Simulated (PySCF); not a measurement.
# C₆ coefficients of unlike pairs at PBE

Calculated with PySCF 2.14 from the dipole response of each species, C₆(A,B) = (3/π) ∫ α_A(iu) α_B(iu) du, in atomic units, from isotropic polarisabilities. For ions this is the dispersion term alone; charge-induced terms of lower order in 1/R come first.

```json
{"species": "Rb", "configuration": "[Kr] 5s1 (2S)", "basis": "x2c-TZVPPall with one added diffuse shell each of s, p, d, f type (9s7p7d3f1g)", "relativity": "spin-free X2C", "α (bohr³)": "360.0", "C₆ (like pair)": "5552"}
{"species": "Tc", "configuration": "[Kr] 4d5 5s2 (6S)", "basis": "x2c-TZVPPall with one added diffuse shell each of s, p, d, f type (9s7p7d3f1g)", "relativity": "spin-free X2C", "α (bohr³)": "85.11", "C₆ (like pair)": "961.2"}
{"species": "O³⁺", "configuration": "[He] 2s2 2p1 (2P)", "basis": "aug-cc-pCVTZ-DK with one added diffuse shell each of s, p, d, f type (8s7p5d3f)", "relativity": "spin-free X2C", "α (bohr³)": "1.343", "C₆ (like pair)": "1.253"}
{"species": "I", "configuration": "[Kr] 4d10 5s2 5p5 (2P)", "basis": "aug-cc-pwCVDZ-PP with ECP28MDF (6s5p4d1f)", "relativity": "core potential", "α (bohr³)": "32.64", "C₆ (like pair)": "359.8"}
```

Question: Estimate C₆ for I with Tc.

Answer: The integral gives 549.8. The combination rule 2 C_A C_B / (C_A α_B/α_A + C_B α_A/α_B) gives 529.3 and the geometric mean 588.1.

No spin-orbit coupling is included.

The other pairs:

| pair | C₆ |
| --- | --- |
| O³⁺, Rb | 44.19 |
| I, Rb | 961.3 |
| I, O³⁺ | 20.01 |
| Tc, Rb | 2010 |
| O³⁺, Tc | 27.94 |
